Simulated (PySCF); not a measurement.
# Dipole response of O⁺ (oxygen, charge +1)

[He] 2s2 2p3, high-spin 4S determinant. All numbers are calculated (PySCF 2.14, scalar relativity by spin-free X2C-1e, in aug-cc-pCVQZ-DK). Coupled (time-dependent) response in atomic units; α is the mean over directions.

```
method  mean α (bohr³)  C₆ (like pair)  S(−4)
   UHF           2.628           4.956  4.981
   PBE           2.687           5.302  4.333
  PBE0           2.636           5.140  4.290
   M06           2.550           4.880  4.001
 wB97X           2.645           5.179  4.259
```

S(−4) is the Cauchy moment in α(ω) = α(0) + S(−4) ω² + …

α(iu) at M06:

```
u (hartree)  α(iu) (bohr³)
          0          2.550
     0.0500          2.540
      0.100          2.511
      0.200          2.405
      0.300          2.256
      0.500          1.922
      0.750          1.548
       1.00          1.255
       1.50         0.8557
       2.00         0.6129
       3.00         0.3532
       5.00         0.1586
```

A single London oscillator, α(iu) = α/(1 + u²/ω²), gives C₆ = (3/4) ω α². Matching the computed C₆ needs ω = 4 × 4.880 / (3 × 2.550²) = 1.00 hartree.

For an ion, C₆ is the dispersion term alone; charge-induced terms of lower order in 1/R come first.
